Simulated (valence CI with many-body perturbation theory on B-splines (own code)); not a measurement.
The numbers below are computed, except where a source is named.
**From CI to CI+MBPT in Nd39+**

Method: configuration interaction combined with many-body perturbation theory (CI+MBPT): three valence electrons over a frozen Dirac-Fock core [Ar], a basis of 9 s, 9 p, 10 d, 8 f, 5 g, 3 h, 1 i functions for each j, with the one-electron correlation potential Σ1 (screened to all orders), the two-electron term Σ2, the three-electron term Σ3, Breit, model QED; selected single and double excitations, second order for the rest (own B-spline code, finite nucleus).

The last digits are not significant, and no measured levels were compared; by estimate large intervals hold to a few tenths of a per cent, small ones and those within an open d or f shell to about a per cent. Only levels of the ground parity were solved; by the run's estimate the other parity begins above the list, which can be wrong where configurations are misplaced.

Each rung adds one term. CI alone is the Dirac-Coulomb CI over the frozen core; QED comes last and gives the full result, which names the levels. Energies are above (3d3/2^3) J=3/2 on the same rung, in cm⁻¹.

Levels are named by their leading jj configuration (3d3/2^4 stands for four electrons in 3d with j = 3/2), which in mixed levels can hold well under half, so a name can repeat and another be missing. Letters in brackets count levels of one name in rising energy.

```csv
Level,CI alone
(3d3/2^2 3d5/2) J=5/2 [a],170039
(3d3/2^2 3d5/2) J=3/2,216563
(3d3/2^2 3d5/2) J=7/2,231394
(3d3/2^2 3d5/2) J=9/2,241923
(3d3/2^2 3d5/2) J=1/2,248659
(3d3/2^2 3d5/2) J=5/2 [b],368490
(3d3/2 3d5/2^2) J=7/2 [a],402930
(3d3/2 3d5/2^2) J=9/2,427579
(3d3/2 3d5/2^2) J=3/2 [a],458477
(3d3/2 3d5/2^2) J=1/2,475881
(3d3/2 3d5/2^2) J=11/2,493110
(3d3/2 3d5/2^2) J=5/2 [a],506263
(3d3/2 3d5/2^2) J=5/2 [b],536048
(3d3/2 3d5/2^2) J=7/2 [b],554686
(3d3/2 3d5/2^2) J=3/2 [b],640465
(3d5/2^3) J=9/2,652755
```

**Question.** What do these energies become with core correlation, Breit and QED?

**Answer.** (3d3/2^2 3d5/2) J=5/2 [a] 167887 (-2152); (3d3/2^2 3d5/2) J=3/2 212737 (-3826); (3d3/2^2 3d5/2) J=7/2 224248 (-7147); (3d3/2^2 3d5/2) J=9/2 233357 (-8566); (3d3/2^2 3d5/2) J=1/2 242331 (-6328); (3d3/2^2 3d5/2) J=5/2 [b] 359663 (-8827); (3d3/2 3d5/2^2) J=7/2 [a] 395667 (-7262); (3d3/2 3d5/2^2) J=9/2 417834 (-9745); (3d3/2 3d5/2^2) J=3/2 [a] 449867 (-8610); (3d3/2 3d5/2^2) J=1/2 466648 (-9233); (3d3/2 3d5/2^2) J=11/2 479998 (-13112); (3d3/2 3d5/2^2) J=5/2 [a] 493890 (-12373); (3d3/2 3d5/2^2) J=5/2 [b] 523521 (-12527); (3d3/2 3d5/2^2) J=7/2 [b] 539903 (-14783); (3d3/2 3d5/2^2) J=3/2 [b] 629447 (-11017); (3d5/2^3) J=9/2 639957 (-12798).

**Question.** How does the ionisation energy move along the ladder, and which term matters most?

**Answer.** CI alone 2856.0, + Σ1 2858.6, + Σ2 2864.3, + Σ3 2864.3, + Breit 2862.3, + QED 2862.4 eV. The largest step is Σ2, 5.7 eV. NIST lists 2861 ± 4 eV (theoretical).
